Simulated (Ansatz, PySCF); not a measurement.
This Ansatz (a first-principles code) input computes a PBE/def2-TZVPD energy:

Ansatz 0.2 input:
```yaml
crystal:
  periodic: [false, false, false]
  atoms:
    - {symbol: F, position_ang: [-0.00000000, -0.00000000, -1.11767544]}
    - {symbol: S, position_ang: [0.00000000, 0.00000000, 0.62869244]}
basis:
  gaussian:
    orbitals: def2-TZVPD
hamiltonian:
  xc: {name: PBE}
total_charge: -1
output: {forces: true}
```

Task: Write an input for the same energy in PySCF and say what it gives.

Result: 
```python
from pyscf import gto, scf, dft

mol = gto.M(
    atom='''
    F    -0.00000000   -0.00000000   -1.11767544
    S     0.00000000    0.00000000    0.62869244
    ''',
    basis='def2-tzvpd',
    charge=-1,
    spin=0,
    verbose=4,
)

mf = dft.RKS(mol, xc='pbe').density_fit(auxbasis='def2-universal-jkfit')
mf.grids.level = 3
mf.conv_tol = 1e-9
mf.max_cycle = 100
mf.max_memory = 1500
mf.kernel()
if not mf.converged:
    mf = mf.newton()
    mf.kernel(mf.make_rdm1())
mf.analyze()
```
It gives -497.84241 Eh, and Ansatz -497.84237 Eh, a difference of 0.04 mEh, from the treatment of integrals and grids.
